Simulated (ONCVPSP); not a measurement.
**What one change does to a pseudopotential (Gd (Z = 64), ONCV)**

```
Element                 : gadolinium
Generator               : ONCVPSP 4.0.1
Type                    : optimised norm-conserving Vanderbilt (ONCV)
Functional              : PBEsol
Relativity              : scalar-relativistic
Frozen core             : [Kr] 4d10
Valence charge          : 18
Reference configuration : 4f7 5s2 5p6 5d1 6s2
Partial waves           : 5s+6s: rc 2.55 bohr, ncon 4, nbas 9, qcut 5.4 1/bohr, 2 projectors; 5p: rc 2.05 bohr, ncon 3, nbas 8, qcut 8 1/bohr, 2 projectors, debl 1.2 Ha; 5d: rc 2.80 bohr, ncon 4, nbas 8, qcut 5.6 1/bohr, 2 projectors, debl 3.7 Ha; 4f: rc 1.40 bohr, ncon 3, nbas 8, qcut 12.2 1/bohr, 2 projectors, debl 3.5 Ha
Local potential         : polynomial inside 1.10 bohr (lpopt 5, dvloc0 0 Ha)
Core correction         : Teter function, fcfact 2.25, rcfact 1.1
```

All-electron outer shells of the reference configuration (PBEsol, scalar-relativistic, ld1.x):

| shell | level (eV) | outermost node (bohr) | outermost maximum (bohr) |
| --- | --- | --- | --- |
| 4d | -147.59 | 0.27 | 0.56 |
| 5s | -49.77 | 0.65 | 1.20 |
| 5p | -27.28 | 0.70 | 1.35 |
| 4f | -8.73 | – | 0.56 |
| 6s | -4.15 | 1.60 | 3.37 |
| 5d | -2.56 | 0.79 | 1.97 |

Change: fully relativistic.

Cutoffs: the cutoffs (Ha) at which the residual kinetic energy of the hardest occupied pseudo-wave falls to 1 and 0.1 mHa per electron; they do not see the model core or the augmentation charge, which bear on the density cutoff. Errors are all-electron minus pseudo energies relative to the spin-unpolarised reference configuration.

Q: Predict the effect on cutoff, ghosts and configuration errors.

A: The potential gets neither clearly harder nor softer (62 Ha and 68 Ha → 62 Ha and 68 Ha); both files keep a bound ghost (s); of the 3 tests that both files solve, the error grows in 0 and shrinks in 3 by more than 15 % and 0.3 meV (median size 2.5 → 0.6 meV).

```tsv
quantity	base	changed
cutoff, loose	62 Ha	62 Ha
cutoff, tight	68 Ha	68 Ha
loose cutoff by channel	s 7.6 Ha, p 18 Ha, d 8.4 Ha, f 62 Ha	s 7.6 Ha, p 18 Ha, d 8.6 Ha, f 62 Ha
bound ghosts	s	s
GHOST(+) flags under 300 eV	p at 123.2 eV	p3/2 at 119.3 eV, p1/2 at 147.2 eV
tests counted as reliable (solved cleanly; for ONCVPSP, near-neutral configurations with less than one 5d electron left out)	3 of 4	3 of 4
error for 4f7 5s2 5p6 5d1 6s1, meV [ΔE 6.67 eV]	-2.5	-0.6
error for 4f7 5s2 5p6 5d1 6s0, meV [ΔE 18.72 eV]	-9.4	-4.2
error for 4f7 5s2 5p6 5d1 6s1.5, meV [ΔE 2.69 eV]	-0.9	-0.1
s: phases at 2.59 bohr within 0.05 rad from the reference energy up to (Ha; the scan ends near 5)	3.4	3.4
rms error of d²Exc/dni dnj with the model core, mHa	4.86	6.14
```

 A true bound ghost makes a file unfit for plane-wave use even where its test errors are small: the radial tests pick states by their node count and pass the ghost by.
